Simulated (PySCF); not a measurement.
Isomerisation enthalpies of C6H12S

**The experiment to reproduce.**

CRC Handbook of Chemistry and Physics lists, for the gas at 298.15 K: enthalpy of formation of `SC1CCCCC1` -96.2 kJ/mol; enthalpy of formation of `C1CCCSCC1` (thiepane) -65.8 kJ/mol.

How close the calculation comes is told at the end.

Differences of these values give the isomerisation enthalpies. Geometries: PBE0-D3(BJ)/def2-SVP; runs in PySCF, gas phase, with a dispersion term only where the level names one. Total electronic energies (Eh):

| SMILES | PBE0-D3(BJ)/def2-SVP | PBE0/pcSseg-1 | KT3/pcSseg-1 |
| --- | --- | --- | --- |
| SC1CCCCC1 | -633.36926 | -633.59197 | -640.71144 |
| C1CCCSCC1 | -633.35845 | -633.58177 | -640.70287 |

Geometry of `SC1CCCCC1` (Å):
```
atom  x, y, z in Å
S1     2.6831   -1.1908    0.2432
C2     1.1055   -0.4295   -0.2788
C3    -0.0182   -1.4046    0.0640
C4    -1.3798   -0.8351   -0.3231
C5    -1.6194    0.5292    0.3144
C6    -0.4935    1.5006   -0.0227
C7     0.8683    0.9314    0.3669
H8     3.4877   -0.2030   -0.2051
H9     1.1382   -0.3106   -1.3758
H10    0.0057   -1.6022    1.1512
H11    0.1576   -2.3701   -0.4365
H12   -2.1752   -1.5418   -0.0370
H13   -1.4329   -0.7381   -1.4226
H14   -1.6793    0.4110    1.4115
H15   -2.5907    0.9383   -0.0073
H16   -0.6530    2.4686    0.4789
H17   -0.5054    1.7095   -1.1080
H18    0.9293    0.8108    1.4628
H19    1.6741    1.6286    0.0844
```

Geometry of `C1CCCSCC1` (Å):
```
atom  x, y, z in Å
C1    -0.674   -1.299    0.101
C2     0.644   -1.015   -0.629
C3     1.614   -0.114    0.137
C4     1.222    1.349    0.272
S5    -0.357    1.690    1.104
C6    -1.490    1.136   -0.202
C7    -1.834   -0.351   -0.200
H8    -1.011   -2.323   -0.130
H9    -0.480   -1.283    1.186
H10    0.447   -0.594   -1.632
H11    1.160   -1.971   -0.811
H12    1.765   -0.536    1.145
H13    2.600   -0.145   -0.360
H14    1.190    1.841   -0.716
H15    1.976    1.887    0.867
H16   -1.037    1.438   -1.160
H17   -2.404    1.740   -0.093
H18   -2.267   -0.590   -1.187
H19   -2.633   -0.540    0.535
```

Zero-point and thermal terms are left out, so the computed numbers are electronic energies.

**Comparison with experiment**

Relative to `SC1CCCCC1`, the lowest by measurement, in kJ/mol (measured: enthalpies at 298.15 K; computed: electronic energies):

| SMILES | measured | PBE0-D3(BJ)/def2-SVP | PBE0/pcSseg-1 | KT3/pcSseg-1 |
| --- | --- | --- | --- | --- |
| SC1CCCCC1 | 0.0 | 0.0 | 0.0 | 0.0 |
| C1CCCSCC1 | 30.4 | 28.4 | 26.8 | 22.5 |

Measured values: -96.2 kJ/mol (298.15 K; CRC Handbook of Chemistry and Physics) for the first row; the others come from the same table. Unsigned miss: PBE0-D3(BJ)/def2-SVP 2.0, PBE0/pcSseg-1 3.6, KT3/pcSseg-1 7.9 kJ/mol. One conformer stands for `SC1CCCCC1` and `C1CCCSCC1`, not necessarily the lowest, while the measurement averages over conformers. Where a level misses, the cause wasn't examined.
